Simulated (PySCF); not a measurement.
C₅H₆O₂, SMILES C=C=CCC(=O)O.

Geometry: TPSSh-D3(BJ)/def2-SVP. The values are those of a single conformer.

These are B3LYP/def2-TZVP run with PySCF values and carry that method's errors.

Isolated molecule, no solvent.

Computed frontier levels, gap, dipole moment and polarisability:
```yaml
highest_occupied_level: -7.27 eV
lowest_empty_level: -0.36 eV
orbital_gap: 6.92 eV
dipole_moment: 1.66 D
quadrupole, principal values (traceless, Buckingham form, about the centre of nuclear charge): -9.31, 0.60, 8.71 D·Å
mean_static_polarisability: 69.6 bohr³ (10.32 Å³)
polarisability_principal_values: 48.0, 56.3, 104.6 bohr³
```
